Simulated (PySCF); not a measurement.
Compound: C5H7ClNO (doublet state).
Z-matrix (Å and degrees, GFN2-xTB geometry), rows numbered from 1:
```
O 
C   1  1.2109
N   2  1.3682  1  124.43
C   3  1.3586  2  124.40  1     1.24
C   4  1.4830  3  120.34  2  -170.09
C   5  1.5076  4  107.27  3    81.24
C   6  1.3234  5  122.98  4  -106.87
Cl  7  1.7232  6  122.91  5   175.43
H   2  1.1014  1  123.67  3   179.58
H   3  1.0122  2  118.52  1  -178.71
H   4  1.0748  3  115.89  2    -3.39
H   5  1.0925  4  110.93  3   -38.66
H   5  1.0904  4  110.00  3  -159.54
H   6  1.0793  5  116.09  4    68.18
H   7  1.0796  6  123.77  5    -5.24
```

The hyperfine couplings belong to this conformer and change with its torsions.

As a line formula: `C(/C[CH]NC=O)=C\Cl` [radical].

Computed with UKS B3LYP, pcH-1 on C Cl H N O, non-relativistic, mean-field spin-orbit, GIAO (PySCF 2.14.0). The structure is a single GFN2-xTB conformer in the gas phase; no vibrational or solvent corrections. A GFN2-xTB geometry isn't a minimum of the functional, and hyperfine couplings can be far from their values at a DFT geometry. No stability test was run, so a lower SCF solution isn't excluded.

(1) Where do the isotropic ENDOR lines of N3, H11, H12/H13, H9, H10, H15 and H14 fall at 343.7 mT, to first order?

(2) Which pairs are centred on the nuclear Larmor frequency, and which on half the coupling?

## Answers

(1) For S = 1/2 in fast tumbling each set of equivalent nuclei gives two lines, ν± = |νn ± a/2| to first order, with νn = g_N μN B/h and μN/h = 7.62259 MHz/T.

| nuclei | isotope | g_N | νn (MHz) | a_iso (MHz) | lower line (MHz) | upper line (MHz) |
| --- | --- | --- | --- | --- | --- | --- |
| N3 | 14N | 0.4038 | 1.06 | -3.89 | 0.89 | 3.01 |
| H11 | 1H | 5.5857 | 14.63 | -55.11 | 12.92 | 42.19 |
| H12/H13 | 1H | 5.5857 | 14.63 | 26.98 | 1.15 | 28.12 |
| H9 | 1H | 5.5857 | 14.63 | -9.26 | 10.00 | 19.27 |
| H10 | 1H | 5.5857 | 14.63 | -4.97 | 12.15 | 17.12 |
| H15 | 1H | 5.5857 | 14.63 | -3.11 | 13.08 | 16.19 |
| H14 | 1H | 5.5857 | 14.63 | -1.58 | 13.84 | 15.43 |

(2) Centred on νn, since |a| < 2νn: H12/H13, H9, H10, H15 and H14. Centred on |a|/2 and split by 2νn: N3 and H11.

Couplings of abundant isotopes left out: Cl8 (2.3 MHz).

Means are taken over nuclei equivalent by connectivity, which assumes that they swap fast. The 1H value of +27.0 MHz is a mean of couplings from 22.6 to 31.4 MHz in this one geometry, not an average over conformers.

On one thread, Intel Xeon at 2.50 GHz (x86_64) (shared host), this took 3.1 min of wall time (with the writing of density and orbital grids) and 0.97 GiB of memory at its peak.
